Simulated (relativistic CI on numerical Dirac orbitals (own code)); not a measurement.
How well does a small relativistic CI reproduce Zr V?

Calculated at this level of theory: Dirac-Coulomb-Breit CI, orbitals from a KLI potential per configuration, model QED, valence Slater integrals scaled by 0.85, configuration energies shifted to the measured levels that pair with them (semi-empirical) (own radial code, finite nucleus).

Configuration list (outside the closed core [Ar] 3d10): 4s2 4p6, 4s2 4p5 4d, 4s2 4p5 5s, 4s2 4p5 5p, 4s 4p6 4d, 4s2 4p5 5d, 4s2 4p5 4f, 4s2 4p5 6s, 4s2 4p5 6p, 4s2 4p5 6d, 4s2 4p4 4d2, 4s 4p6 4f, 4s2 4p4 4f2, 4p6 4d2, 4s2 4p5 5f, 4s2 4p5 5g, 4s2 4p4 4d 4f, 4s2 4p5 6f, 4s 4p6 5s, 4s 4p5 4d2, 4s2 4p4 4d 5s, 4s 4p6 5p, 4s 4p6 5d, 4p6 4f2, 4s 4p6 6s, 4s2 4p4 4d 5p, 4s 4p6 6p, 4s2 4p4 5s2, 4s 4p6 5f, 4s 4p6 6d. Levels of other configurations are missing.

```csv
Configuration,Term (tabulated),J,Measured (cm⁻¹),Computed,Error,Purity (%)
4s2 4p6,1S,0,0.0,0,0,98
4s2 4p5 4d,3P°,0,241381.3,241415,34,99
4s2 4p5 4d,3P°,1,243560.8,243527,-34,96
4s2 4p5 4d,3P°,2,247962.3,247774,-189,89
4s2 4p5 4d,3F°,4,251283.3,251986,703,99
4s2 4p5 4d,3F°,3,253753.4,254244,491,83
4s2 4p5 4d,3F°,2,257361.3,257607,245,63
4s2 4p5 4d,3D°,3,265845.5,264479,-1366,63
4s2 4p5 4d,3D°,1,271601.6,270412,-1190,95
4s2 4p5 4d,3D°,2,274654.6,273566,-1088,61
4s2 4p5 5s,3P°,2,325014.9,324954,-61,99
4s2 4p5 4d,1P°,1,328940.8,331024,2083,87
4s2 4p5 5s,3P°,0,340315.5,340377,61,99
4s2 4p5 5p,3S,1,371895.2,371821,-74,85
4s2 4p5 5p,3D,2,376897.7,376856,-41,57
4s2 4p5 5p,3D,3,378753.4,378554,-199,99
4s2 4p5 5p,3P,2,382985.1,382941,-44,68
4s2 4p5 5p,3P,0,388853.0,388895,42,77
4s2 4p5 5p,3D,1,391998.4,392210,212,64
4s2 4p5 5p,3P,1,396300.3,396428,127,65
4s2 4p5 5p,1S,0,402688.4,402870,182,75
4s 4p6 4d,3D,3,437678.1,437668,-10,58
4s2 4p5 5d,3P°,0,452938.9,452946,7,99
4s2 4p5 4f,3G,5,453680.8,453746,65,95
4s2 4p5 5d,3P°,1,453905.6,453906,0,88
4s2 4p5 4f,3G,4,454538.8,454539,0,56
4s2 4p5 5d,3F°,4,455444.4,455335,-109,99
4s2 4p5 5d,3P°,2,455630.8,455565,-66,65
4s2 4p5 5d,3F°,3,455925.3,455760,-166,58
4s2 4p5 4f,3F,4,458432.2,458282,-150,56
4s2 4p5 5d,3D°,3,458523.7,458254,-270,67
4s2 4p5 4f,3D,1,460476.9,461212,735,60
4s2 4p5 4f,3D (computed),2,460694.1,461138,444,35
4s2 4p5 5d,3D°,1,462307.4,463198,890,63
4s2 4p5 4f,1D (computed),2,464015.4,463158,-857,37
4s2 4p5 5d,3F°,2,471306.3,471347,41,67
4s2 4p5 6s,3P°,2,472338.0,472255,-83,70
4s2 4p5 6s,1P°,1,473172.7,473142,-31,62
4s2 4p5 4f,1D (computed),2,476130.2,475608,-522,41
4s2 4p5 5d,1P°,1,476477.4,478173,1695,64
4s2 4p5 6s,3P°,0,487746.6,487777,31,100
4s2 4p5 6s,3P°,1,488292.7,488363,71,62
4s2 4p5 6p,3S,1,491116.0,491589,473,75
4s2 4p5 6p,1P,1,494472.0,495363,891,57
4s2 4p5 6p,3D,3,494760.0,494402,-358,99
4s2 4p5 6p,3P,2,496428.0,496144,-284,72
4s2 4p5 6p,3D,1,509310.0,509042,-268,69
4s2 4p5 6p,3P,1,510066.0,510334,268,59
4s2 4p5 6d,3P°,1,528422.8,528423,0,84
```

Measured levels from measured levels as listed in Rauch et al., Astron. Astrophys. 599, A142 (2017); pairs were made by configuration, J and term (by order where the table uses no LS term), so strongly mixed levels may be paired wrongly.

Mean error by configuration (cm⁻¹): 4s2 4p5 4d -31; 4s2 4p5 5s 0; 4s2 4p5 5p 25; 4s 4p6 4d -10; 4s2 4p5 5d 225; 4s2 4p5 4f -41; 4s2 4p5 6s -3; 4s2 4p5 6p 120; 4s2 4p5 6d 0. Over the excited levels the mean absolute error is 359 cm⁻¹ (48 of the 69 excited levels that our extract of the source holds in range could be paired, and the others can miss by more), and the median relative error of those above 1,000 cm⁻¹ is 0.041 %, both after the shifts were fitted to these levels, so that a configuration with one level shows no error.

Configurations whose levels could be paired with our table of measured levels were shifted onto them, all but the ground configuration, by the median error of their levels; single terms can still be off by 1,000 to 2,000 cm⁻¹ or more, and rates follow the energies as ν³ (E1, M1) or ν⁵ (E2). The others borrow a shift and can be off by several thousand cm⁻¹ or more. 48 of the 69 excited levels that our extract of the measured tables holds in this range could be paired (the sources list more); they are missed by 359 cm⁻¹ on average and 2083 at most, after the shifts were fitted to these levels, and levels without a partner can miss by more.

Shifts applied (cm⁻¹): 4s2 4p6 0; 4s2 4p5 4d -10771; 4s2 4p5 5s -17266; 4s2 4p5 5p -18009; 4s 4p6 4d -21452; 4s2 4p5 5d -16858; 4s2 4p5 4f -23082; 4s2 4p5 6s -17182; 4s2 4p5 6p -17308; 4s2 4p5 6d -17121.
